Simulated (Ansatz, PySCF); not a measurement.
Gas-phase reaction in SMILES: [CH3][GeH][CH3] -> [CH3][GeH-][CH3] (an electron is taken up)
Each molecule is optimised on its own at B3LYP-D3(BJ)/def2-TZVP (Ansatz, an electronic-structure program).

Wanted: adiabatic electron affinity (0 K, with B3LYP-D3(BJ) harmonic zero-point energies from PySCF), positive where the reaction releases energy, in eV. Valence correlation only, unless marked. UHF or UKS for open shells. Spin-orbit coupling is left out. The frozen core is the preceding noble-gas configuration, with the filled d and f shells of earlier blocks. Non-relativistic. Anions need diffuse functions: aug- sets have them; def2-D sets add few; the other sets have none. CBS(X,Y): correlation extrapolated as X^-3; Hartree-Fock from the larger set.

| level | program | adiabatic electron affinity (eV) |
|---|---|---|
| HF/6-31G | Ansatz | 0.00 |
| HF/aug-cc-pVTZ | Ansatz | 0.07 |

Question: What does CCSD(T)/CBS(aug-cc-pVTZ,aug-cc-pVQZ) (Ansatz) give?

Answer: 1.26 eV, so HF/aug-cc-pVTZ differs from it by -1.19 eV.
